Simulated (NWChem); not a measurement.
# InClF2 (SMILES [F][In]([F])[Cl]): entropy by statistical mechanics

A singlet with charge 0, relaxed at HF/3-21G (NWChem 7.3.0):

```xyz
4

F     0.0000    1.6094    1.2800
In    0.0000    0.0000    0.2810
F     0.0000   -1.6094    1.2800
Cl    0.0000    0.0000   -2.0910
```

Harmonic wavenumbers in cm⁻¹: 130, 135, 160, 388, 724, 756.

Masses in u: F 18.998, In 114.818, Cl 35.45. Take T = 298.15 K, p = 1 bar, R = 8.3145 J/(mol K), kT/hc = 207.22 cm⁻¹, rigid rotor and harmonic oscillator.

Problem. Compute the standard molar entropy.

Solution. 
1. Translation (Sackur–Tetrode): S = R[3/2 ln M + 5/2 ln T − 1.1517] with M = 188.264 gives 174.2 J/(mol K).
2. Rotation: principal moments 98.416, 226.073, 324.489 u Å² give A, B, C = 0.1713, 0.0746, 0.052 cm⁻¹; the symmetry number is σ = 2; q = (√π/σ)√((kT/hc)³/ABC) = 102552; S = R(ln q + 3/2) = 108.4.
3. Vibration: with u = ν̃/207.22, each mode gives R[u/(eᵘ − 1) − ln(1 − e⁻ᵘ)]; the sum is 41.4, most from 130 cm⁻¹ (12.3), 135 cm⁻¹ (12.0), 160 cm⁻¹ (10.7).
4. Spin: R ln 1 = 0.0.
5. Sum: 174.2 + 108.4 + 41.4 + 0.0 = 324.0 J/(mol K).

No measured value is set beside it here. The set lacks polarisation functions, so shape and wavenumbers are rough.
